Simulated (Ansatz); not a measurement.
```yaml
crystal:
  periodic: [false, false, false]
  atoms:
    - {symbol: C, position_ang: [0.370593, -2.009855, 1.601986]}
    - {symbol: N, position_ang: [0.437019, -0.972055, 0.663767]}
    - {symbol: Ta, position_ang: [0.050680, 0.408283, -0.355735]}
    - {symbol: N, position_ang: [-0.022816, -0.047060, -2.211998]}
    - {symbol: N, position_ang: [1.090669, 1.854588, 0.351699]}
    - {symbol: N, position_ang: [-1.914562, 1.124060, -0.196445]}
    - {symbol: H, position_ang: [-0.519206, -2.182308, 1.981184]}
    - {symbol: H, position_ang: [1.241506, -1.984906, 2.273672]}
    - {symbol: H, position_ang: [0.698030, -3.015179, 0.947284]}
    - {symbol: H, position_ang: [-0.032177, 0.481285, -2.966783]}
    - {symbol: H, position_ang: [0.330303, -1.037826, -2.580862]}
    - {symbol: H, position_ang: [1.183822, 3.024469, -0.285262]}
    - {symbol: H, position_ang: [1.912663, 1.936906, 0.922077]}
    - {symbol: H, position_ang: [-2.169434, 1.747595, 0.591457]}
    - {symbol: H, position_ang: [-2.750575, 0.791655, -0.430862]}
basis:
  gaussian: {orbitals: def2-TZVP, nuclear_model: gaussian}
magnetization: {spin_polarized: true, initial_magnetization: 8}
hamiltonian: {xc: {name: PBEsol}}
accuracy: high
output: {forces: true}
```

```sh
$ ansatz run in.yaml --threads 4 --pin off --events-out ev --progress --plain --max-ram 11315MiB
```

Shortened log:

```
Functional definition: PBEsol
4697 factors; integrals over basis functions are off by at most 8.7e-7 eV
mean field evaluation 1: about -8614.7309 eV, gradient 7.6e1 eV
mean field evaluation 2: about -8438.5976 eV, gradient 1.6e2 eV
mean field evaluation 4: about -8633.2540 eV, gradient 4.1e1 eV
mean field evaluation 8: about -8641.6447 eV, gradient 8.6e0 eV
mean field evaluation 16: about -8642.1691 eV, gradient 1.3e-1 eV
mean field evaluation 32: about -8642.1692 eV, gradient 8.8e-6 eV
mean field -8642.16924719 eV, -317.5938619617 hartree, gradient 9.3e-8 eV, S^2 20.009041; 10 other end points of the search recorded, 0 dependent functions left out
reference -8642.16925394 eV, -317.5938622096 hartree; 32, 24 occupied and 217, 225 virtual orbitals, 4697 factors
Total energy: -8642.16925394 eV, -317.5938622096 hartree
Atom 0 at     0.370593    -2.009855     1.601986 Å, force     5.995846     0.060218    -4.390647 eV/Å
Atom 1 at     0.437019    -0.972055     0.663767 Å, force     0.877172    -9.131775     7.576141 eV/Å
Atom 2 at     0.050680     0.408283    -0.355735 Å, force    -1.989140     3.726813    -3.082591 eV/Å
Atom 3 at    -0.022816    -0.047060    -2.211998 Å, force     0.051252    -3.948899    -0.629575 eV/Å
Atom 4 at     1.090669     1.854588     0.351699 Å, force     1.447110     4.288749     0.456177 eV/Å
Atom 5 at    -1.914562     1.124060    -0.196445 Å, force     2.645870     2.435007     2.464882 eV/Å
Atom 6 at    -0.519206    -2.182308     1.981184 Å, force    -4.849059    -0.798682     2.309389 eV/Å
Atom 7 at     1.241506    -1.984906     2.273672 Å, force     0.118680     0.040378     0.637521 eV/Å
Atom 8 at     0.698030    -3.015179     0.947284 Å, force    -0.574252     1.287772     0.772136 eV/Å
Atom 9 at    -0.032177     0.481285    -2.966783 Å, force    -0.594282     3.679900    -5.193283 eV/Å
Atom 10 at     0.330303    -1.037826    -2.580862 Å, force     0.196926    -0.311490     0.207731 eV/Å
Atom 11 at     1.183822     3.024469    -0.285262 Å, force     0.092825     0.484263     0.316673 eV/Å
Atom 12 at     1.912663     1.936906     0.922077 Å, force     1.321070    -0.095460     0.789329 eV/Å
Atom 13 at    -2.169434     1.747595     0.591457 Å, force     0.354397     0.640085     0.042207 eV/Å
Atom 14 at    -2.750575     0.791655    -0.430862 Å, force    -5.094415    -2.356879    -2.276091 eV/Å
Dipole moment:    -0.429444    -0.628875     0.690371 e Å
```

(1) What is wrong with this run?

## Answers

(1) The spin is set far too high for this molecule. The run converged. The result belongs to that input, not to the molecule as meant.
